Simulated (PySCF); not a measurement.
Species: C₄H₉ClOSi.
Z-matrix (Å and degrees, PBE0-D3(BJ)/def2-SVP geometry), rows numbered from 1:
```
C 
C   1  1.3398
C   2  1.4920  1  124.84
O   2  1.3587  1  123.67  3  -179.97
Si  4  1.6819  2  127.59  1    -1.26
C   5  1.8800  4  104.82  2  -179.18
Cl  6  1.7925  5  107.00  4  -179.17
H   1  1.0899  2  120.33  3    -0.07
H   1  1.0934  2  122.28  3   179.85
H   3  1.1017  2  110.03  1  -120.07
H   3  1.0970  2  111.57  1     1.12
H   3  1.1014  2  109.95  1   122.34
H   5  1.4896  4  110.79  2    62.14
H   5  1.4897  4  110.60  2   -60.69
H   6  1.0992  5  112.40  4   -60.27
H   6  1.0992  5  112.23  4    62.18
```

IAO charges (e) from the PBE0/pcSseg-1 density (PySCF), one withheld:

```tsv
atom	bonded to	charge
C1	C2 H8 H9	-0.4223
C2	C1 C3 O4	+0.2301
C3	C2 H10 H11 H12	-0.4234
O4	C2 Si5	-0.5909
Si5	O4 C6 H13 H14	+0.9899
C6	Si5 Cl7 H15 H16	?
Cl7	C6	-0.0922
H8	C1	+0.1548
H9	C1	+0.1420
H10	C3	+0.1560
H11	C3	+0.1502
H12	C3	+0.1559
H13	Si5	-0.1313
H14	Si5	-0.1312
H15	C6	+0.1753
H16	C6	+0.1753
```

Problem. What is the charge on C6?

Solution. The charges add up to the total charge, 0. The others sum to +0.5382, which leaves -0.5382 e for C6 (sp3 C–Cl carbon); the computed value is -0.5380, the difference coming from rounding.

Problem. Add each hydrogen's charge to the atom that carries it.

Solution. C1 -0.1255, C3 +0.0387, Si5 +0.7274, C6 -0.1874. Atoms without hydrogen keep their charges.

Problem. Across which bond do the charges differ most?

Solution. Si5–O4: +0.9899 on Si5 against -0.5909 on O4, a difference of 1.5808 e. The lower charge is on the more electronegative element of the two (Pauling values: O 3.44, Si 1.90).

Problem. Take the bonds between elements whose Pauling electronegativities differ by more than 0.25. In how many does the more electronegative atom carry the lower charge?

Solution. In 12 of 13; it doesn't in C6–Cl7.

Problem. How much positive and how much negative charge does this set hold in all?

Solution. +2.3295 e on 9 atoms and -2.3293 e on 7.

The IAO scheme counts the electrons in orthogonalised intrinsic atomic orbitals, a minimal basis polarised so that it spans the occupied orbitals exactly. Geometry: PBE0-D3(BJ)/def2-SVP, one conformer, isolated molecule.
